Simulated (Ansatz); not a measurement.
`OCO[SiH2]O` and `[CH3][GaH][O]CO` differ in one atom or group.

Ansatz, PBE0-D4/def2-TZVP geometries, multiplicity 1. Each molecule was computed in one conformer, which needn't be the lowest. `[CH3][GaH][O]CO` holds a close contact that its SMILES doesn't draw: O···Ga 2.20 Å.

Scalar relativity is left out up to krypton.

| property | `OCO[SiH2]O` |
| --- | --- |
| HOMO energy (B3LYP/def2-TZVPP) / eV | -8.37 |
| size of the dipole moment (B3LYP/def2-TZVPP) / D | 1.71 |
| HOMO–LUMO gap (ωB97M-V/def2-TZVPP) / eV | 13.09 |
| size of the dipole moment (ωB97M-V/def2-TZVPP) / D | 1.73 |
| HOMO energy (PBE/def2-TZVPP) / eV | -7.01 |
| HOMO energy (ωB97M-V/def2-TZVPP) / eV | -10.96 |

**Question.** Give the same properties after the change, and the shifts. (An estimate is asked.)

**Answer.** The calculation gave: 
| property | `[CH3][GaH][O]CO` | shift |
| --- | --- | --- |
| HOMO energy (B3LYP/def2-TZVPP) / eV | -6.86 | 1.51 |
| size of the dipole moment (B3LYP/def2-TZVPP) / D | 1.98 | 0.27 |
| HOMO–LUMO gap (ωB97M-V/def2-TZVPP) / eV | 10.80 | -2.29 |
| size of the dipole moment (ωB97M-V/def2-TZVPP) / D | 2.00 | 0.27 |
| HOMO energy (PBE/def2-TZVPP) / eV | -5.58 | 1.43 |
| HOMO energy (ωB97M-V/def2-TZVPP) / eV | -9.40 | 1.56 |

With PBE0 the HOMO rises by 1.51 eV and the LUMO falls by 0.82 eV, so the gap narrows by about 2.33 eV. PBE moves the HOMO by 1.43 eV and ωB97M-V by 1.56 eV. Dipoles are sizes alone; their direction can turn.

B3LYP here is the variant with VWN-RPA as its local correlation; programs differ in this.
